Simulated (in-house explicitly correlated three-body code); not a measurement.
Computed with an exponentially correlated three-body code. Model: two electrons around a point charge, non-relativistic, variational in 260 exponentially correlated functions (energies converged to about 1e-7 hartree, or 1e-8 relative for large Z).

Command:
```bash
python run_hyl.py task.json out
```
Settings (lengths in bohr, energies in hartree):
```
Z                      2.5
nuclear_mass           25
interaction_strength   1
functions              260
states_tried           13
```

Time taken, with all properties: 34 s on 1 thread of Intel(R) Xeon(R) Platinum 8375C CPU @ 2.90GHz (Ice Lake), with other jobs on the host.

**Those bound S and P states to n = 4 that converged, binding against the one-electron ion.**

Given: nuclear charge 2.5; mass of the centre 25 electron masses.

Computed: one-electron threshold -3.00480769 hartree.

```csv
term,energy (hartree),binding (eV)
1 1S,-4.64857848,44.729
2 3S,?,?
2 1S,-3.30500034,8.1687
2 3P,-3.29865356,7.996
2 1P,-3.26768068,7.1531
3 3S,-3.14557849,3.8306
3 1S,-3.13332817,3.4972
3 3P,?,?
3 1P,-3.12268769,3.2077
4 3S,-3.08076746,2.067
4 1S,-3.07587481,1.9338
```

Problem. What belongs in the row 2 3S?

Solution. energy (hartree): -3.35211652; binding (eV): 9.4508.

Problem. What belongs in the row 3 3P?

Solution. energy (hartree): -3.1318643; binding (eV): 3.4574.

**Converged states only, values per electron or pair.**

| term | mean r (bohr) | mean r squared (bohr²) | mean inverse r (1/bohr) | mean r12 (bohr) | mean inverse r12 (1/bohr) | mean cosine | mean p1 dot p2 (bohr⁻²) | delta r1 (bohr⁻³) | delta r12 (bohr⁻³) |
| --- | --- | --- | --- | --- | --- | --- | --- | --- | --- |
| 1 1S | 0.73795 | 0.74525 | 2.1021 | 1.1108 | 1.2133 | -0.038311 | 0.14886 | 3.3633 | 0.23598 |
| 2 3S | ? | ? | ? | ? | ? | ? | ? | ? | - |
| 2 1S | ? | ? | ? | ? | ? | ? | ? | ? | ? |
| 2 3P | 1.8739 | 6.1833 | 1.3966 | 3.2261 | 0.38572 | -0.045348 | -0.18502 | 2.1739 | - |
| 2 1P | 2.1126 | 7.9987 | 1.3761 | 3.6565 | 0.34502 | 0.0067573 | 0.091686 | 2.2184 | 0.0025847 |
| 3 3S | 4.3224 | 36.802 | 1.2901 | 8.0532 | 0.1595 | -0.0013968 | -0.002915 | 2.2407 | - |
| 3 1S | 4.696 | 43.911 | 1.2849 | 8.7958 | 0.15781 | -0.002545 | -0.0050953 | 2.2364 | 0.0072354 |
| 3 3P | 4.3923 | 38.71 | 1.2861 | 8.1979 | 0.16661 | -0.010968 | -0.050962 | 2.2016 | - |
| 3 1P | 4.7401 | 45.378 | 1.2803 | 8.8812 | 0.15606 | 0.0030417 | 0.025813 | 2.2128 | 0.00090467 |
| 4 3S | 7.7278 | 124.01 | 1.2503 | 14.849 | 0.090151 | -0.00017883 | -0.0026532 | 2.2226 | - |
| 4 1S | 8.2319 | 141.39 | 1.2482 | 15.855 | 0.089288 | -0.00070958 | -0.0034306 | 2.2212 | 0.0030031 |

Problem. What belongs in the row 2 3S?

Solution. mean r (bohr): 1.9553; mean r squared (bohr²): 6.5629; mean inverse r (1/bohr): 1.4113; mean r12 (bohr): 3.3692; mean inverse r12 (1/bohr): 0.35203; mean cosine: -0.0078877; mean p1 dot p2 (bohr⁻²): 0.0036227; delta r1 (bohr⁻³): 2.3247.

Problem. What belongs in the row 2 1S?

Solution. mean r (bohr): 2.2001; mean r squared (bohr²): 8.5614; mean inverse r (1/bohr): 1.3918; mean r12 (bohr): 3.8404; mean inverse r12 (1/bohr): 0.34898; mean cosine: -0.011075; mean p1 dot p2 (bohr⁻²): -0.0067485; delta r1 (bohr⁻³): 2.3024; delta r12 (bohr⁻³): 0.025006.
